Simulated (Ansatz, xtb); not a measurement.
# Ranking isomers of FGeHOSi

5 gas-phase structures of FGeHOSi, found in a search over its isomers (lower ones may exist). Each was relaxed with GFN2-xTB:

A. `O=[SiH][Ge][F]`, a singlet
B. `F[Si@@H]1[O][Ge]1`, a singlet
C. `O=[Si](F)[GeH]`, a singlet
D. a singlet given by its coordinates
E. a singlet given by its coordinates

E (Å):

```yaml
atoms:
  - { symbol: F, position_ang: [2.1082, -0.8391, -0.9363] }
  - { symbol: Ge, position_ang: [-1.3017, -0.0956, -0.7999] }
  - { symbol: O, position_ang: [0.2255, 0.6104, -0.2917] }
  - { symbol: Si, position_ang: [1.8211, 0.5750, -0.1526] }
  - { symbol: H, position_ang: [-1.6234, -0.7514, 0.7212] }
```

Close contacts (Å): F1–Si4 1.64, Ge2–O3 1.76, O3–Si4 1.60, Ge2–H5 1.69.

D (Å):

```yaml
atoms:
  - { symbol: F, position_ang: [0.9277, -0.1646, -1.8723] }
  - { symbol: Ge, position_ang: [1.9345, -0.2070, -0.3073] }
  - { symbol: O, position_ang: [0.6420, -0.6804, 0.7277] }
  - { symbol: Si, position_ang: [-0.8823, -1.2527, 0.9116] }
  - { symbol: H, position_ang: [-1.5154, 0.0505, 1.2742] }
```

Close contacts (Å): F1–Ge2 1.86, Ge2–O3 1.72, O3–Si4 1.64, Si4–H5 1.49.

Task: Make a reasoned guess at their ranking by r2SCAN-D4/def2-SVP single-point energy.

Result: Calculated order at r2SCAN-D4/def2-SVP: B (0.0), E (14.1), D (67.2), C (110.7), A (174.6) kJ/mol.

Energies above the lowest of each column, in kJ/mol; the last columns are at PBE0-D3(BJ)/def2-SVP geometries and were run for some of them only (a dash: not run or not comparable):

```tsv
structure	GFN2-xTB	HF/STO-3G	r2SCAN-D4/def2-SVP	PBE0-D3(BJ)/def2-SVP	CCSD(T)/def2-TZVP
B	73.9	50.4	0.0	0.0	0.0
E	36.5	0.0	14.1	8.1	7.0
D	0.0	33.1	67.2	56.6	65.7
C	88.7	282.4	110.7	–	–
A	39.4	287.2	174.6	–	–
```

CCSD(T)/def2-TZVP puts B lowest of those it was run on; GFN2-xTB picks D, HF/STO-3G picks E. Some further structures that were screened fall inside this span and aren't listed. Flexible structures stand in one conformer each, not always the lowest. Frequencies (PBE0-D3(BJ)/def2-SVP) were run for B, D, E alone.

Over these structures GFN2-xTB departs from r2SCAN-D4/def2-SVP by 60.4 kJ/mol on average once a common shift is removed. A GFN2-xTB relaxation took about 0.1 s and the r2SCAN-D4/def2-SVP energy about 1.4 s on a shared host (Ansatz 0.2.0, xtb 6.7.1).
